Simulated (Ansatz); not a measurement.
An input meant for CdB₉⁻ (charge -1, singlet).

```yaml
crystal:
  periodic: [false, false, false]
  atoms:
    - {symbol: Cd, position_ang: [-1.092092, 1.795667, -2.074091]}
    - {symbol: B, position_ang: [-0.870101, 0.797965, 0.001349]}
    - {symbol: B, position_ang: [0.796375, -1.466651, -1.045287]}
    - {symbol: B, position_ang: [-0.878731, 0.207909, 1.660095]}
    - {symbol: B, position_ang: [-0.697874, -1.600773, -0.543685]}
    - {symbol: B, position_ang: [1.837184, -0.371691, -0.626442]}
    - {symbol: B, position_ang: [-1.445386, -0.810494, 0.589809]}
    - {symbol: B, position_ang: [0.357272, 1.127558, 1.294653]}
    - {symbol: B, position_ang: [1.594431, 0.830749, 0.370352]}
    - {symbol: B, position_ang: [0.398931, -0.510229, 0.373227]}
basis:
  gaussian: {orbitals: def2-SVPD}
total_charge: -1
hamiltonian: {xc: {name: M06-2X}}
accuracy: high
scf: {omitted_lower_state_checks: [starts]}
output: {forces: true}
```

```sh
$ ansatz run in.yaml --threads 6 --pin off --events-out ev --progress --plain --max-ram 7833MiB
```

It prints (some lines left out):

```
Error: YAML parse error: error: line 17 column 19: hamiltonian.xc: no functional is named "M06-2X"; the names, which are not case-sensitive, are SVWN5, SPW92, PBE, PBE0, PBEsol, revPBE, revPBE0, RPBE, rPW86-PBE, HSE06, wPBEh, LC-wPBE, HISS, HF, BLYP, B3LYP, B3LYP5, BHLYP, CAM-B3LYP, r2SCAN, r2SCANh, r2SCAN0, r2SCAN50, m-r2SCAN, B97, wB97, wB97X, wB97X-V, B97M-V, wB97M-V, B2PLYP, B2GP-PLYP, PBE0-DH, PBE-QIDH
15 |   gaussian: {orbitals: def2-SVPD}
16 | total_charge: -1
17 | hamiltonian: {xc: {name: M06-2X}}
18 | accuracy: high
19 | scf: {omitted_lower_state_checks: [starts]}
```

Problem. What is wrong with this run?

Solution. The method's name isn't one that the program takes here. The program refused the input.
